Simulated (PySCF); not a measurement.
Vertical excitations of a molecule C3H8N, multiplicity 2 from PySCF with TDA-LC-ωPBE/def2-SVPD, as energy in eV (oscillator strength): 4.14 (0.008), 5.36 (0.007), 5.45 (0.004), 6.19 (0.030), 6.20 (0.001), 6.35 (0.015), 6.62 (0.032), 6.78 (0.074), 7.07 (0.001), 7.15 (0.068). The structure is a stationary point at ωB97X-D3(BJ)/def2-SVP. One conformer was computed; it need not be the lowest.

Question: Pick the molecule that these values belong to.
A. C[C](C)N
B. [CH2]CNC
C. CC(C)[NH]
D. [CH2]C(C)N

Answer: A, C[C](C)N
